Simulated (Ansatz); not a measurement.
Cost and result up the ladder for Pb2Se3 (5 atoms). The state is a singlet with charge 0. Geometry: PBE-D4/def2-SVP.

```
atom    x (Å)    y (Å)    z (Å)
 Pb1  -0.3853  -0.7932   1.6193
 Pb2   0.9737   0.3342  -1.5297
 Se3  -1.8353   0.0836  -0.7621
 Se4  -0.6359   1.8447   0.3860
 Se5   1.8828  -1.4693   0.2865
```

Ansatz on 4 threads of Arm Neoverse V1 on a shared host. Times are rough, and most runs start from the orbitals of an earlier one. r2SCAN0-D4/def2-TZVP serves as the yardstick here, not as an exact answer. Differences are given only for rows in sets of like size (and for xTB, whose basis is part of the method), since another set adds its own error. Binding counts from free atoms at the same level (Pb triplet, Se triplet; other spins of the atoms weren't run), without zero-point energy or a counterpoise term.

In the def2 sets Pb takes a core potential; there is no spin–orbit coupling. Correlated methods freeze 35 core orbitals; core or outer-core shells of Pb, Se are correlated, in sets that lack core-valence functions. The rows differ in basis, and correlated rows in double-zeta sets carry the largest basis error. The structure comes from a short search, and lower isomers may exist.

Correlated methods converge slowly with the basis, most of all in double-zeta sets.

```tsv
level	functions	wall time	binding energy per atom (eV)	difference from r2SCAN0-D4/def2-TZVP (eV)
PBE-D4/def2-SVP	148	2 s	2.93	–
revPBE-D4/def2-TZVP	244	3.8 s	2.79	0.16
PBE0-D4/def2-SVP	148	4 s	2.73	–
PBE-D4/def2-TZVP (with forces)	244	5 s	2.94	0.32
r2SCAN-D4/def2-TZVP	244	9 s	2.78	0.15
PBE0-D4/def2-TZVP	244	12 s	2.76	0.14
MP2/def2-TZVP	244	12 s	2.77	0.14
r2SCAN0-D4/def2-TZVP	244	15 s	2.63	0.00
B97M-V/def2-TZVP	244	16 s	2.79	0.17
CCSD(T)/def2-SVP	148	49 s	2.31	–
```
